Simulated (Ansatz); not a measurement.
A nudged elastic band was laid between two geometries of CH4NPSi (8 atoms, charge 0, multiplicity 1).

Theory: RKS PBE-D4/def2-SVP (Ansatz 0.2.0).

```json
{
  "movable images": "9",
  "climbing image": "yes",
  "spring": "5.0 eV/Å²",
  "optimiser": "quadratic models (default)",
  "start path": "through a guess of the saddle point",
  "force threshold": "0.03 eV/Å",
  "iteration limit": "55",
  "end points": "relaxed"
}
```

Image 0:

```xyz
8
Properties=species:S:1:pos:R:3
N 2.010 -0.590 2.112
C 1.285 -0.099 1.331
Si 0.123 0.634 0.072
P -1.400 -0.981 -0.428
H 0.968 1.107 -1.075
H -0.565 1.797 0.723
H -0.448 -1.703 -1.234
H -1.882 -0.222 -1.557
```

Image 10:

```xyz
8
Properties=species:S:1:pos:R:3
N 2.026 -0.873 1.592
C 1.274 -0.192 1.000
Si 0.045 0.819 0.031
P -1.397 -0.491 -1.140
H 0.826 1.686 -0.911
H -0.713 1.661 1.013
H -1.639 -1.343 -0.003
H -0.331 -1.324 -1.637
```

(1) What changes between the two ends?

(2) Give the energies along the band, and the barrier.

(3) What is the geometry of the highest image?

(4) What are the harmonic wavenumbers there?

## Answers

(1) No bond is made or broken. The dihedral H5–Si3–P4–H7 goes from 43 to 166°.

(2) The forces met the threshold. The highest image is number 5 of 0 to 10, 0.055 eV above the first end and 0.078 eV above the last; the last end lies 0.024 eV below the first. A vibrational analysis at the climbing image gives one clearly imaginary mode, 146i cm⁻¹: a first-order saddle point.

```csv
image,path coordinate (Å),energy (eV),dihedral H5–Si3–P4–H7 (°)
0,0.00,0.000,43
1,0.33,0.005,54
2,0.65,0.019,66
3,0.98,0.036,78
4,1.30,0.050,90
5,1.63,0.055,103
6,1.96,0.046,116
7,2.30,0.026,129
8,2.64,0.002,141
9,2.98,-0.017,154
10,3.31,-0.024,166
```

(3) 
```xyz
8
Properties=species:S:1:pos:R:3
N 2.046 -0.788 1.746
C 1.268 -0.169 1.122
Si 0.019 0.769 0.108
P -1.577 -0.688 -0.657
H 0.768 1.449 -1.000
H -0.586 1.798 1.014
H -0.749 -1.832 -0.375
H -1.096 -0.597 -2.012
```

(4) 146i, 112, 244, 336, 435, 478, 586, 659, 677, 724, 803, 901, 1049, 2182, 2195, 2234, 2323, 2341 cm⁻¹.

The run took 110 s on 1 thread of Intel(R) Xeon(R) Platinum 8375C CPU @ 2.90GHz (Ice Lake), on a shared host, peak memory 0.14 GiB.
